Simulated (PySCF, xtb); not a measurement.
disulfane (H2S2), SMILES SS.

Harmonic wavenumbers (cm⁻¹) from GFN2-xTB (xtb) at its own minimum, in rising order: 326, 510, 797, 819, 2343, 2351.

Problem. What does PBE-D3(BJ)/def2-TZVP (PySCF) give at its own minimum? (The exact figures need the calculation; the answer reports its results.)

Solution. 455, 504, 866, 869, 2549, 2553. Paired by order, the mean absolute difference is 111 cm⁻¹ and the zero-point energies are 10.2 and 11.1 kcal/mol.
